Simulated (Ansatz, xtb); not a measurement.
## Relative energy of two isomers of FGeH5SSi

We compare X, `F[SiH2][GeH2][SH]`, a singlet, with Y, `[F][Ge@@H]([SiH3])[SH]`, a singlet. Both are isolated molecules in the gas phase, relaxed with B3LYP/def2-SVP; the shapes shown needn't be the lowest conformers.

X (Å):

```xyz
9

F     2.6667   -1.2055   -0.7565
Ge    0.3746   -0.8933    1.5095
S     1.2821   -2.7861    2.3473
Si    1.0782   -0.8035   -0.7804
H     0.9552    0.5485   -1.3944
H     0.3566   -1.8083   -1.6082
H     0.8239    0.3453    2.3198
H    -1.1501   -1.0624    1.6693
H     2.4698   -2.5934    1.7255
```

Y (Å):

```xyz
9

F    -0.3428   -1.3313    1.4502
Ge   -0.4891    0.1084    0.4462
S    -1.7295   -0.3753   -1.3528
Si    1.7537    0.7505   -0.1194
H    -1.3416    1.1028    1.2607
H     1.7044    2.0392   -0.8670
H     2.5710    0.9103    1.1160
H     2.3400   -0.3109   -0.9858
H    -0.7497   -1.0641   -1.9839
```

Quicker runs give these differences E(Y) − E(X): GFN2-xTB +25.4 kJ/mol; HF/STO-3G +48.2 kJ/mol (at GFN2-xTB geometries); r2SCAN-D4/def2-SVP +39.7 kJ/mol (at GFN2-xTB geometries).

**Question.** Estimate E(Y) − E(X) at the level CCSD(T)/def2-SVP + ΔMP2/def2-TZVPP.

**Answer.** Calculated at CCSD(T)/def2-SVP + ΔMP2/def2-TZVPP: E(Y) − E(X) = +52.9 kJ/mol, so structure X lies lower.

How the difference moves with the method:

| level | geometry | E(Y) − E(X) (kJ/mol) | departure from the last row (kJ/mol) | job, with rough time for the two |
| --- | --- | --- | --- | --- |
| GFN2-xTB | GFN2-xTB | +25.4 | −27.5 | optimisation, 0.25 s |
| HF/STO-3G | GFN2-xTB | +48.2 | −4.7 | single point, 0.46 s |
| r2SCAN-D4/def2-SVP | GFN2-xTB | +39.7 | −13.1 | single point, 3.3 s |
| B3LYP/def2-SVP | B3LYP/def2-SVP | +40.4 | −12.5 | optimisation, 59 s |
| HF/def2-SVP | B3LYP/def2-SVP | +45.9 | −7.0 | part of the CCSD(T) run |
| MP2/def2-SVP | B3LYP/def2-SVP | +42.6 | −10.2 | part of the CCSD(T) run |
| CCSD(T)/def2-SVP | B3LYP/def2-SVP | +40.9 | −12.0 | single point |
| CCSD(T)/def2-SVP + ΔMP2/def2-TZVPP | B3LYP/def2-SVP | +52.9 |  | single point, 26 s |

As drawn, Y has 1 F–Ge, 1 Si–H in place of 1 F–Si, 1 Ge–H.

The levels shown agree on the order. The largest departure from CCSD(T)/def2-SVP + ΔMP2/def2-TZVPP is that of GFN2-xTB, 27.5 kJ/mol. The last row adds to CCSD(T) the change of the MP2 difference between the two basis sets, here +12.0 kJ/mol.

With harmonic frequencies from B3LYP/def2-SVP (ideal gas, rigid rotor, one conformer each, 298.15 K, 1 atm): on the last row, ΔE + ΔZPE = +51.0 kJ/mol. A mode under 50 cm⁻¹ makes harmonic enthalpies and free energies unreliable, so none is given.

The correlated steps freeze 20 core orbitals; the filled d shell of Ge is correlated, in a basis made for valence electrons. Programs: Ansatz 0.2.0, xtb 6.7.1; the last row on 2 threads of Intel(R) Xeon(R) 6975P-C (Granite Rapids) on a shared host.
